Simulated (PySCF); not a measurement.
Al(F)2(GeH3) (AlF2GeH3), SMILES [F][Al]([GeH3])[F].

Geometry: PBE0-D3(BJ)/def2-SVP.

Two levels are set side by side: PBE/def2-TZVP (PySCF) and ωB97X/def2-TZVP (PySCF). Same geometry, gas phase. Differences are taken from unrounded values.

| quantity | ωB97X |
|---|---|
| orbital gap (eV) | 11.49 |
| highest occupied level (eV) | -10.96 |
| lowest empty level (eV) | 0.52 |
| dipole moment (D) | 1.83 |
| mean polarisability (bohr³) | 55.0 |

Problem. What does PBE give, and how far is it from ωB97X? (Estimate from the structure and the level; the computed values follow.)

Solution. 
```json
[
 {"quantity": "orbital gap (eV)", "PBE": "5.39", "PBE minus ωB97X": "-6.10"},
 {"quantity": "highest occupied level (eV)", "PBE": "-7.53", "PBE minus ωB97X": "3.43"},
 {"quantity": "lowest empty level (eV)", "PBE": "-2.15", "PBE minus ωB97X": "-2.67"},
 {"quantity": "dipole moment (D)", "PBE": "1.86", "PBE minus ωB97X": "0.04"},
 {"quantity": "mean polarisability (bohr³)", "PBE": "58.6", "PBE minus ωB97X": "3.6"}
]
```

Without exact exchange PBE keeps part of each electron's self-repulsion, which lifts occupied levels and narrows the gap. Loosely held outer electrons make PBE densities more polarisable. Differences between two approximate levels are no errors against the true value.

Rough cost on one machine, each run with all the roots and properties that it gave: ωB97X against PBE within a factor of 2.
